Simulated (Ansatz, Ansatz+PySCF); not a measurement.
```
atom    x (Å)    y (Å)   z (Å)
   N  -0.0115   0.0167  0.0269
   O  -0.5333   0.9637  0.0510
   O   3.2525  -0.0082  0.3347
   H   3.7219   0.8275  0.3963
   H   3.9127  -0.6704  0.2555
```

Basis set: def2-SVP (spherical functions). Frozen core: 3 orbitals. Charge 0, multiplicity 2.

Computed with Ansatz (development build ahead of 0.2.0); each method stands on the lowest determinant of its kind that the runs found.

The atomization energy at this shape (free ground-state atoms in the same class of orbitals less the molecule, no zero-point energy) of doublet H₂NO₂:

| method | atomization energy |
| --- | --- |
| UHF-MP2 | 1471.4 kJ/mol |

(1) What does UHF give?

Answers

(1) 856.5 kJ/mol. Caution: the shape is not the minimum. Caution for UHF-MP2: MP2 forces lie far from those of the mean fields.
